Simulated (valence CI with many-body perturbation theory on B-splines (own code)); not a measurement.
Level structure of P8+

Method: relativistic CI+MBPT: five valence electrons over a frozen Dirac-Fock core [He], a basis of 9 s, 9 p, 8 d, 6 f, 3 g, 1 h functions for each j, with the one-electron correlation potential Σ1, the two-electron term Σ2, the three-electron term Σ3, Breit, model QED; selected CI, second order for the rest, scaled by the run's own slope (own B-spline code, finite nucleus).

No measured levels were compared; by estimate levels of excited configurations hold to 0.05 to 0.15 % of their energy, terms of the ground configuration to about 0.5 %. Among the levels kept, up to 2100 cm⁻¹ of a level comes from second order outside the variational space, and about a tenth of that is noise between levels of different J, which matters for small intervals.

Levels 1 to 45 of 71, with energies above the lowest level, 2s2 2p3 4S°_3/2. "Leading %" is the weight of the configuration and term that name the level; weights of strongly mixed levels are sums over their largest components and can fall short. Lifetimes count E1, E2, E3, M1 and M2 decay at the calculated energies, and are blank where another channel may lead or the interval is too uncertain; long ones can be off by a factor of two.

```tsv
No.	Configuration	Term	J	E (cm⁻¹)	Leading %	Lifetime	g
1	2s2 2p3	4S°	3/2	0	99		1.999
2	2s2 2p3	2D°	3/2	76187	97	195 ms	0.812
3	2s2 2p3	2D°	5/2	76766	99	7.54 s	1.199
4	2s2 2p3	2P°	1/2	116500	97	10.4 ms	0.664
5	2s2 2p3	2P°	3/2	117530	95	4.27 ms	1.322
6	2s 2p4	4P	5/2	345490	99	227 ps	1.600
7	2s 2p4	4P	3/2	350530	99	217 ps	1.734
8	2s 2p4	4P	1/2	353150	99	211 ps	2.668
9	2s 2p4	2D	3/2	475710	99	82.5 ps	0.799
10	2s 2p4	2D	5/2	475740	99	84.7 ps	1.200
11	2s 2p4	2S	1/2	557120	97	43.6 ps	1.976
12	2s 2p4	2P	3/2	584060	99	20.4 ps	1.332
13	2s 2p4	2P	1/2	590350	97	20.6 ps	0.691
14	2p5	2P°	3/2	905810	96	32.6 ps	1.333
15	2p5	2P°	1/2	913920	96	32.0 ps	0.664
16	2s2 2p2 3s	4P	1/2	1743800	96	12.6 ps	2.656
17	2s2 2p2 3s	4P	3/2	1747100	96	12.5 ps	1.731
18	2s2 2p2 3s	4P	5/2	1751700	96	12.6 ps	1.598
19	2s2 2p2 3s	2P	1/2	1766000	96	4.13 ps	0.680
20	2s2 2p2 3s	2P	3/2	1771600	95	4.15 ps	1.329
21	2s2 2p2 3s	2D	5/2	1809000	96	6.80 ps	1.202
22	2s2 2p2 3s	2D	3/2	1809200	96	6.77 ps	0.805
23	2s2 2p2 3p	2S°	1/2	1828600	93	1.43 ns	1.992
24	2s2 2p2 3p	4D°	1/2	1837500	95	1.04 ns	0.032
25	2s2 2p2 3p	4D°	3/2	1839300	93	931 ps	1.215
26	2s2 2p2 3p	4D°	5/2	1842400	94	937 ps	1.377
27	2s2 2p2 3p	4D°	7/2	1846500	96	1.06 ns	1.427
28	2s2 2p2 3p	4P°	1/2	1848000	94	173 ps	2.634
29	2s2 2p2 3p	4P°	3/2	1848800	90	165 ps	1.704
30	2s2 2p2 3p	4P°	5/2	1851500	88	178 ps	1.570
31	2s2 2p2 3p	2D°	3/2	1859800	95	851 ps	0.817
32	2s2 2p2 3p	2D°	5/2	1865700	90	718 ps	1.220
33	2s2 2p2 3p	4S°	3/2	1867500	83	30.5 ps	1.993
34	2s2 2p2 3s	2S	1/2	1870400	93	7.12 ps	2.001
35	2s2 2p2 3p	2P°	1/2	1876200	95	181 ps	0.674
36	2s2 2p2 3p	2P°	3/2	1876300	96	173 ps	1.334
37	2s2 2p2 3p	2F°	5/2	1906300	96	348 ps	0.861
38	2s2 2p2 3p	2F°	7/2	1907800	97	344 ps	1.144
39	2s 2p3 3s	6S°	5/2	1912600	99	18.6 ns	2.001
40	2s2 2p2 3p	2D°	5/2	1924900	95	202 ps	1.199
41	2s2 2p2 3p	2D°	3/2	1925000	92	190 ps	0.818
42	2s2 2p2 3p	2P°	1/2	1938100	97	82.2 ps	0.665
43	2s2 2p2 3p	2P°	3/2	1941700	93	80.0 ps	1.320
44	2s2 2p2 3d	4F	3/2	1951900	95	220 ps	0.418
45	2s2 2p2 3d	4F	5/2	1953500	93	198 ps	1.041
```

The ionisation energy to 2s2 2p2 3P_0 of the next ion comes out as 372.14 eV (NIST: 372.31 ± 0.21 eV (semi-empirical)). All 71 levels together are meant to be complete up to 2034400 cm⁻¹.
